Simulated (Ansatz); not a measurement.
Which isomer of BGaHO gives these data?

These gas-phase data were calculated for one isomer of BGaHO at B3LYP/6-31G* (harmonic, unscaled wavenumbers; equilibrium rotational constants with average atomic masses):

| Item | Value |
| --- | --- |
| rotational constants | 665.5, 3.748, 3.727 GHz |
| all wavenumbers above 1500 cm⁻¹ | 2530 |

Candidates:

(1) `[BH][O][Ga]`, a doublet
(2) `O=[B][GaH]`, a doublet

Which structure fits?

Candidate (1). The band at 2530 cm⁻¹ lies where the B–H stretch is expected; (2) has no mode between 2350 and 2900 cm⁻¹.

The same quantities for all candidates:

```tsv
	rotational constants (GHz)	wavenumbers above 1500 cm⁻¹	E above the lowest, B3LYP/6-31G* (kcal/mol)
(1)	665.5, 3.748, 3.727	2530	0.0
(2)	277.7, 3.038, 3.005	1970, 1813	6.5
```

Harmonic stretches to hydrogen usually lie a few per cent above observed fundamentals. Each candidate is one conformer. Open shells are spin-unrestricted. Programs: Ansatz 0.2.0.
